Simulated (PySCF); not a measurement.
C4F5 (SMILES F[C](F)C#CC(F)(F)F), doublet, geometry from GFN2-xTB; PBE/STO-3G in PySCF.

Here is a job for PySCF.
```python
from pyscf import gto, scf, dft

mol = gto.Mole()
mol.atom = '''
    F     3.105387   -0.155701    0.756500
    C     2.249396   -0.206550   -0.245340
    F     2.850286   -0.395806   -1.403874
    C     0.908956   -0.082459   -0.101175
    C    -0.299175    0.037237    0.029529
    C    -1.738242    0.161569    0.189555
    F    -2.066030    0.478724    1.447784
    F    -2.253936    1.111153   -0.606033
    F    -2.382997   -0.978235   -0.109422
'''
mol.basis = 'sto-3g'
mol.charge = 0
mol.spin = 1
mol.verbose = 5
mol.build()

mf = dft.UKS(mol)
mf.xc = 'pbe'
mf.kernel()
```

What the program printed (banner, timings and long lists left out):

```
PySCF version 2.14.0

[INPUT] verbose = 5
[INPUT] max_memory = 4000
[INPUT] num. atoms = 9
[INPUT] num. electrons = 69
[INPUT] charge = 0
[INPUT] spin (= nelec alpha-beta = 2S) = 1
[INPUT] symmetry False subgroup None
[INPUT] Mole.unit = angstrom
[INPUT] Symbol           X                Y                Z      unit          X                Y                Z       unit  Magmom
[...]
[INPUT] ---------------- BASIS SET ----------------
[INPUT] l, kappa, [nprim/nctr], expnt,             c_1 c_2 ...
[INPUT] F
[...]
                                30.360812         0.53532814
                                8.2168207         0.44463454
[...]
                                1.5022812         0.39951283
                                0.4885885         0.70011547
[...]
                                1.5022812         0.60768372
                                0.4885885         0.39195739
[INPUT] C
[...]
                                13.045096         0.53532814
                                3.5305122         0.44463454
[...]
                                0.6834831         0.39951283
                                0.2222899         0.70011547
[...]
                                0.6834831         0.60768372
                                0.2222899         0.39195739

nuclear repulsion = 427.923464654377
number of shells = 27
number of NR pGTOs = 135
number of NR cGTOs = 45
basis = sto-3g
ecp = {}

******** <class 'pyscf.dft.uks.UKS'> ********
method = UKS
initial guess = minao
damping factor = 0
level_shift factor = 0
DIIS = <class 'pyscf.scf.diis.CDIIS'>
diis_start_cycle = 1
diis_space = 8
diis_damp = 0
SCF conv_tol = 1e-09
SCF conv_tol_grad = None
SCF max_cycles = 50
direct_scf = True
direct_scf_tol = 1e-13
number electrons alpha = 35  beta = 34
XC library pyscf.dft.libxc version 7.1.2
    S. Lehtola, C. Steigemann, M. J. T. Oliveira, and M. A. L. Marques,  SoftwareX 7, 1–5 (2018)
XC functionals = pbe
    J. P. Perdew, K. Burke, and M. Ernzerhof,  Phys. Rev. Lett. 77, 3865 (1996)
    J. P. Perdew, K. Burke, and M. Ernzerhof,  Phys. Rev. Lett. 78, 1396 (1997)
    J. P. Perdew, K. Burke, and M. Ernzerhof,  Phys. Rev. Lett. 77, 3865 (1996)
    J. P. Perdew, K. Burke, and M. Ernzerhof,  Phys. Rev. Lett. 78, 1396 (1997)
radial grids:
    Treutler-Ahlrichs [JCP 102, 346 (1995); DOI:10.1063/1.469408] (M4) radial grids

becke partition: Becke, JCP 88, 2547 (1988); DOI:10.1063/1.454033
pruning grids: <function nwchem_prune>
grids dens level: 3
symmetrized grids: False
atomic radii adjust function: <function treutler_atomic_radii_adjust>
small_rho_cutoff = 0
Set gradient conv threshold to 3.16228e-05
atom F rad-grids = 75, ang-grids = [ 50  50  50  50  50  50  50  50  50  50  50  50  50  50  50  50  50  50
  50  50  50  50  86  86  86  86  86  86  86  86  86 266 266 266 266 266
 266 302 302 302 302 302 302 302 302 302 302 302 302 302 302 302 302 302
 302 302 266 266 266 266 266 266 266 266 266 266 266 266 266 266 266 266
 266 266 266]
atom C rad-grids = 75, ang-grids = [ 50  50  50  50  50  50  50  50  50  50  50  50  50  50  50  50  50  50
  50  50  50  50  86  86  86  86  86  86  86  86  86  86 266 266 266 266
 266 266 302 302 302 302 302 302 302 302 302 302 302 302 302 302 302 302
 302 302 302 302 266 266 266 266 266 266 266 266 266 266 266 266 266 266
 266 266 266]
tot_boxes 2808, boxes in each direction [16 10 11]
Padding 2 grids
tot grids = 127784
nelec by numeric integration = [34.05364308 34.05364308]
E1 = -1733.8053291271005  E2 = 662.505893808753  Ecoul = 735.4949005890962  Exc = -72.98900678034333
init E= -643.375970663971
cond(S) = 14.339075872900656

  alpha mo_energy =
[-2.43284160e+01 -2.43275505e+01 -2.43272565e+01 -2.43212148e+01
 -2.43210385e+01 -9.84381276e+00 -9.83869644e+00 -9.80210964e+00
 -9.79071752e+00 -1.30114064e+00 -1.27113635e+00 -1.23420384e+00
 -1.23277891e+00 -1.22851960e+00 -8.47216184e-01 -7.45961800e-01
 -7.00647169e-01 -6.17542234e-01 -5.91695417e-01 -5.90184538e-01
[...]
 -1.81469041e-01 -1.79963544e-01 -1.57448141e-01 -1.52359740e-01
 -1.51814594e-01 -1.43256437e-01 -4.31999059e-03  7.10974898e-02
  1.77096208e-01  2.49627316e-01  3.20079760e-01  3.22824015e-01
  3.43241823e-01  3.50065772e-01  4.13201829e-01  5.12599806e-01
  1.05086290e+00]
multiplicity <S^2> = 0.75577323  2S+1 = 2.0057649
nelec by numeric integration = [35.00000853 34.0000087 ]
E1 = -1745.4921227590698  E2 = 675.8593317790151  Ecoul = 749.5569308558519  Exc = -73.69759907683675
cycle= 12 E= -641.709326325678  delta_E= -4.29e-09  |g|= 3.52e-05  |ddm|= 0.000174
  alpha mo_energy =
[-24.05613786 -24.05594228 -23.97710903 -23.97257454 -23.97130274
  -9.92221489  -9.84335835  -9.69864357  -9.68600912  -1.114535
  -1.10413641  -1.0529369   -1.00367146  -1.00008754  -0.66879555
  -0.60213109  -0.51284499  -0.43681654  -0.41630199  -0.39605103
  -0.37968087  -0.37913507  -0.36239648  -0.22884151  -0.22159254
  -0.21889336  -0.21115808  -0.19673774  -0.18346661  -0.18137401
  -0.16110823  -0.15338175  -0.15274342  -0.14399906  -0.04386641
   0.06580845   0.15811747   0.23187756   0.30893533   0.31944116
   0.34132357   0.34250724   0.40484756   0.50453292   1.04410187]
  beta  mo_energy =
[-2.40538088e+01 -2.40536144e+01 -2.39770424e+01 -2.39722557e+01
 -2.39708899e+01 -9.92245982e+00 -9.83707854e+00 -9.70027103e+00
 -9.68041313e+00 -1.10603143e+00 -1.10343055e+00 -1.04555222e+00
 -1.00314874e+00 -9.98850688e-01 -6.60805367e-01 -5.92051715e-01
 -5.07028190e-01 -4.31627765e-01 -4.13971732e-01 -3.90665154e-01
 -3.78413077e-01 -3.76901448e-01 -3.34761067e-01 -2.18137732e-01
 -2.15968587e-01 -2.10492484e-01 -1.97360987e-01 -1.93307451e-01
 -1.81469584e-01 -1.79965344e-01 -1.57449472e-01 -1.52360626e-01
 -1.51817510e-01 -1.43258530e-01 -4.32177376e-03  7.10959784e-02
  1.77093256e-01  2.49626980e-01  3.20077190e-01  3.22822476e-01
  3.43239035e-01  3.50062228e-01  4.13199439e-01  5.12595013e-01
  1.05085895e+00]
multiplicity <S^2> = 0.75577603  2S+1 = 2.0057677
nelec by numeric integration = [35.00000853 34.0000087 ]
E1 = -1745.4921181750783  E2 = 675.8593271942642  Ecoul = 749.5569043250146  Exc = -73.69757713075036
cycle= 13 E= -641.709326326438  delta_E= -7.59e-10  |g|= 2.16e-05  |ddm|= 8.03e-05
  alpha mo_energy =
[-24.05614986 -24.05595588 -23.97711258 -23.97256747 -23.97128968
  -9.92221425  -9.84336229  -9.69865506  -9.68598714  -1.11454309
  -1.10413251  -1.05294548  -1.00366968  -1.00008074  -0.66879481
  -0.60212953  -0.51284316  -0.43682079  -0.41629969  -0.39605834
  -0.3796755   -0.37913221  -0.3624024   -0.22885077  -0.22160106
  -0.21889699  -0.21115575  -0.19673945  -0.18346366  -0.18136943
  -0.16110309  -0.15337639  -0.15274115  -0.14399406  -0.04386722
   0.06581024   0.15811659   0.23187275   0.3089386    0.31944232
   0.34132883   0.34251042   0.40484444   0.50453157   1.04410429]
  beta  mo_energy =
[-2.40538206e+01 -2.40536279e+01 -2.39770459e+01 -2.39722486e+01
 -2.39708768e+01 -9.92245922e+00 -9.83708293e+00 -9.70028244e+00
 -9.68039098e+00 -1.10603940e+00 -1.10342670e+00 -1.04556046e+00
 -1.00314691e+00 -9.98843925e-01 -6.60804961e-01 -5.92049723e-01
 -5.07026980e-01 -4.31631104e-01 -4.13970525e-01 -3.90672350e-01
 -3.78410363e-01 -3.76895780e-01 -3.34767926e-01 -2.18146056e-01
 -2.15972081e-01 -2.10501128e-01 -1.97358907e-01 -1.93308879e-01
 -1.81466968e-01 -1.79961206e-01 -1.57444720e-01 -1.52358177e-01
 -1.51812106e-01 -1.43253490e-01 -4.32259635e-03  7.10986509e-02
  1.77092743e-01  2.49622032e-01  3.20080453e-01  3.22823628e-01
  3.43242570e-01  3.50067024e-01  4.13195281e-01  5.12593280e-01
  1.05086158e+00]
multiplicity <S^2> = 0.75577595  2S+1 = 2.0057676
nelec by numeric integration = [35.00000853 34.0000087 ]
E1 = -1745.4920686994396  E2 = 675.8592777210862  Ecoul = 749.5568641583942  Exc = -73.69758643730806
Extra cycle  E= -641.709326323977  delta_E= 2.46e-09  |g|= 6.59e-05  |ddm|= 0.000106
converged SCF energy = -641.709326323977  <S^2> = 0.75577595  2S+1 = 2.0057676
```
